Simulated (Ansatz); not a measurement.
A run for Ansatz (a program for electronic structure): U-wB97X-V/cc-pVTZ on GeH4O (SMILES [OH][GeH3]), a point of a bond scan (R = 1.696 Å).

Ansatz 0.2 input:
```yaml
crystal:
  periodic: [false, false, false]
  atoms:
    - {symbol: Ge, position_ang: [-0.32903929, 0.06812490, 0.07330265]}
    - {symbol: O, position_ang: [1.35705815, -0.35716009, -0.37168713]}
    - {symbol: H, position_ang: [-0.56608802, -0.17744797, 1.73497738]}
    - {symbol: H, position_ang: [-1.18632723, -0.88517582, -0.76517759]}
    - {symbol: H, position_ang: [-0.60848715, 1.54275960, -0.28108933]}
    - {symbol: H, position_ang: [2.01214474, 0.17482329, 0.09016316]}
basis:
  gaussian:
    orbitals: cc-pVTZ
hamiltonian:
  xc: {name: wB97X-V}
magnetization: {spin_polarized: true, initial_magnetization: 0}
```

It printed:

```
WARN ansatz: RAYON_NUM_THREADS=1 ignored (pool sized by the plan → 1); use --threads N
Functional definition: wB97X-V
integrals: 0.06 GiB planned
814 factors; their error is unknown
integrals: 0.09 GiB planned
182 factors; integrals over basis functions are off by at most 8.2e-6 eV
mean field: 0.80 GiB planned
mean field evaluation 1: about -58622.7017 eV, gradient 3.4e1 eV
mean field evaluation 2: about -58620.7879 eV, gradient 4.2e1 eV
mean field evaluation 4: about -58626.3987 eV, gradient 7.6e-1 eV
mean field evaluation 8: about -58626.5346 eV, gradient 1.9e-1 eV
mean field -58626.53469462 eV, -2154.4854115347 hartree, gradient 2.9e-5 eV, S^2 0.000000; 0 other end points of the search recorded, 0 dependent functions left out
reference -58626.53469283 eV, -2154.4854114689 hartree; 22, 22 occupied and 107, 107 virtual orbitals, 814 factors
Total energy: -58626.53469283 eV, -2154.4854114689 hartree
```

The run converged.

Cost: around 9 core-seconds (rough).
